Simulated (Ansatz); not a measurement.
Gas-phase electronic energies from Ansatz, PBE0-D4/def2-TZVP geometries. CBS: MP2 limit from def2 TZ/QZ plus the TZ coupled-cluster correction, frozen cores. DFT in def2-TZVPP. For Se outer-core shells are correlated without core-valence functions, which leaves a few kJ/mol of doubt a bond. Scalar relativity is left out up to krypton. Each species was taken in one conformer, which may not be the lowest.

Reaction (ligand exchange at the Si–C bond): `C/C=C/[SiH2][SiH3]` + H₂Se → `[SiH3][SiH2][SeH]` + propene

```json
{"species": "`C/C=C/[SiH2][SiH3]`", "PBE0-D4 energy (Eh)": "-698.96995"}
{"species": "H₂Se", "PBE0-D4 energy (Eh)": "-2402.46345"}
{"species": "`[SiH3][SiH2][SeH]`", "PBE0-D4 energy (Eh)": "-2983.65470"}
{"species": "`C=CC`", "PBE0-D4 energy (Eh)": "-117.80186"}
```

Question: Work out ΔE.

Answer: ΔE = (-2983.65470) + (-117.80186) − (-698.96995) − (-2402.46345) = -0.02316 Eh = -60.8 kJ/mol. CCSD(T)/CBS gives -61.5 kJ/mol.

Largest T1 diagnostic among the species: 0.012.

In def2-TZVPP, CCSD(T) changes the Hartree–Fock value by +6.6 kJ/mol (the triples alone add +0.9 kJ/mol) and MP2 by +3.5 kJ/mol.
